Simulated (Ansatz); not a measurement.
Reaction (formal exchange of groups at the Si–O bond): `B[Si](F)(Cl)O[SiH3]` + `CC(Cl)Cl` → `CC([SiH3])(Cl)Cl` + `B[Si](O)(F)Cl`

Gas-phase electronic energies from Ansatz, PBE0-D4/def2-TZVP geometries. CBS: MP2 limit from def2 TZ/QZ plus the TZ coupled-cluster correction, frozen cores. Functionals use def2-TZVPP. Each species was taken in one conformer, which may not be the lowest.

CCSD(T)/CBS gives +114.6 kJ/mol.

Problem. Another level gave +121.2 kJ/mol. Which?
A. PBE-D4/def2-TZVPP
B. PBE0/def2-TZVPP
C. CCSD(T)/def2-TZVPP
D. CCSD/def2-TZVPP

Solution. D. CCSD/def2-TZVPP 121.2, PBE0 111.3, CCSD(T)/def2-TZVPP 115.5, PBE-D4 100.1 kJ/mol.

Largest T1 diagnostic among the species: 0.011.

In def2-TZVPP, CCSD(T) changes the Hartree–Fock value by −33.2 kJ/mol (the triples alone add −5.7 kJ/mol) and MP2 by −35.2 kJ/mol. The D4 term adds −6.1 kJ/mol with B3LYP and −2.9 kJ/mol with PBE0; it sums over pairs of atoms, weighted by their polarisabilities, and B3LYP, whose exchange is more repulsive, gets the larger term. From PBE to PBE0 (25 % exact exchange), in def2-TZVPP and without D4, ΔE moves by +7.6 kJ/mol.

B3LYP here is the variant with VWN-RPA as its local correlation; programs differ in this.
